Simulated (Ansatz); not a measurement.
Job for Ansatz (a quantum-chemistry and plane-wave program): R-CCSD(T)/def2-TZVPP on H2I2Zr (SMILES [I][ZrH2][I]), 2S+1 = 1, a spin state set in the input, which need not be the lowest. Elements past Kr take the def2 small-core potentials; no spin–orbit coupling.

Ansatz 0.2 input:
```yaml
crystal:
  periodic: [false, false, false]
  atoms:
    - {symbol: Zr, position_ang: [-0.11417431, -0.05292374, 0.06381207]}
    - {symbol: I, position_ang: [-0.55011143, 0.96153228, -2.39843365]}
    - {symbol: I, position_ang: [2.40761332, 0.11987766, 1.00862802]}
    - {symbol: H, position_ang: [-1.21525847, 0.82744099, 1.23713030]}
    - {symbol: H, position_ang: [-0.58174026, -1.82618064, 0.03164904]}
basis:
  gaussian:
    orbitals: def2-TZVPP
magnetization: {spin_polarized: false}
correlation: {method: ccsd_t, electrons: valence}
```

The log:

```
WARN ansatz: RAYON_NUM_THREADS=4 ignored (pool sized by the plan → 4); use --threads N
Functional definition: HF
integrals: 0.63 GiB planned
1480 factors; integrals over basis functions are off by at most 8.2e-4 eV
mean field: 1.13 GiB planned
mean field evaluation 1: about -17443.8473 eV, gradient 2.4e1 eV
mean field evaluation 2: about -17443.9073 eV, gradient 2.4e1 eV
mean field evaluation 4: about -17446.1271 eV, gradient 3.2e0 eV
mean field evaluation 8: about -17446.1779 eV, gradient 3.0e-1 eV
mean field evaluation 16: about -17446.1788 eV, gradient 2.0e-6 eV
mean field -17446.17878576 eV, -641.1352449321 hartree, gradient 2.0e-6 eV, S^2 0.000000; 0 other end points of the search recorded, 0 dependent functions left out
8 core orbitals not correlated
reference -17446.17878576 eV, -641.1352449321 hartree; 24, 24 occupied and 152, 152 virtual orbitals, 1480 factors
second order -36.49875431 eV of doubles, -0.00000000 eV of singles
coupled cluster: 2.66 GiB planned
cycle   1  -34.05081294 eV  change     2.4e0 eV  update   1.7e-1
cycle   2  -34.90121098 eV  change   -8.5e-1 eV  update   6.9e-2
cycle   3  -35.17481944 eV  change   -2.7e-1 eV  update   3.5e-2
cycle   4  -35.12066606 eV  change    5.4e-2 eV  update   1.2e-2
cycle   5  -35.10484024 eV  change    1.6e-2 eV  update   5.0e-3
cycle   6  -35.11060333 eV  change   -5.8e-3 eV  update   1.6e-3
cycle   7  -35.11080374 eV  change   -2.0e-4 eV  update   6.6e-4
cycle   8  -35.11019606 eV  change    6.1e-4 eV  update   2.2e-4
cycle   9  -35.11034063 eV  change   -1.4e-4 eV  update   1.2e-4
cycle  10  -35.11043941 eV  change   -9.9e-5 eV  update   3.7e-5
cycle  11  -35.11036564 eV  change    7.4e-5 eV  update   1.6e-5
cycle  12  -35.11039194 eV  change   -2.6e-5 eV  update   6.7e-6
perturbative correction -1.05127496 eV, -0.0386336422 hartree
Total energy: -17482.34045266 eV, -642.4641616793 hartree
```

Self-consistency was reached.

Cost: about 10 core-minutes (a rough figure).
